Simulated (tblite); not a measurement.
Level: GFN2-xTB in tblite, geometry and Hessian alike; calculated harmonic values, unscaled, isolated species. This tight-binding method is rough: wavenumbers can miss measured ones by several per cent, in bad cases by 10 to 20. Modes of hydrogen on silicon can be 10 to 20 % off. One conformer each. Thermal functions are those of the rigid rotor and harmonic oscillator, without mixing of conformers.

Task: Order these by their zero-point energy, highest first (kcal/mol).
A. `CCN1CC[C@H]([SiH3])N1C`
B. `C[C@@H]1CO[SiH2]O[C@@H]1C(F)(F)F`
C. `CC(C)N1NCC[C@H]1[SiH3]`
D. `C=C=C[C@@H](CCl)CCC`
E. `C=CN(CC(C)C)N[SiH3]`

Result: C (133.0), A (132.3), E (130.7), D (116.3), B (88.0).

```csv
SMILES,atoms,mass (u),symmetry number,modes under 300 cm⁻¹,ZPE (kcal/mol),S translation (cal/(mol K)),S rotation,S vibration,S,Cp
CC(C)N1NCC[C@H]1[SiH3],25,144.11,1,10,133.0,40.8,29.7,33.4,103.9,45.5
CCN1CC[C@H]([SiH3])N1C,25,144.11,1,9,132.3,40.8,29.6,34.6,105.1,45.4
C=CN(CC(C)C)N[SiH3],25,144.11,1,11,130.7,40.8,30.1,42.8,113.7,49.4
C=C=C[C@@H](CCl)CCC,22,144.07,1,9,116.3,40.8,30.6,36.1,107.5,41.8
C[C@@H]1CO[SiH2]O[C@@H]1C(F)(F)F,20,186.03,1,8,88.0,41.6,30.3,34.3,106.1,45.1
```

Entropies and Cp are for 298.15 K and 1 bar.
